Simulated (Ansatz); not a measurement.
Molecule: sum formula SiHSCl2 (charge 0, doublet). It need not be the lowest isomer of its formula. 
Coordinates optimised at B3LYP-D3(BJ)/def2-TZVP (Ansatz, a first-principles code):
```
Si
Cl 1 2.0640
Cl 1 2.0731 2 109.73
S 1 2.1439 2 105.30 3 120.61
H 4 1.3458 1 93.17 2 -174.04
```
Charge 0, spin multiplicity 2.

Basis-set convergence of Hartree-Fock and CCSD correlation energies (hartree) with Ansatz. Valence correlation only, unless marked. Open shells are spin-unrestricted. No spin-orbit coupling. Non-relativistic.

| basis | functions | E(HF) | E(corr, CCSD) |
|---|---|---|---|
| aug-cc-pV(D+d)Z | 137 | -1606.17530 | -0.56743 |
| aug-cc-pV(T+d)Z | 243 | -1606.22878 | -0.71178 |
| aug-cc-pV(Q+d)Z | 402 | -1606.24107 | -0.76145 |

Extrapolating the two largest sets (X = 3 and 4) as X^-3: E(corr) = (64·(-0.76145) - 27·(-0.71178))/37 = -0.7977 Eh, an estimate of the basis-set limit. The largest set recovers 95.5 % of it, the smallest 71.1 %.
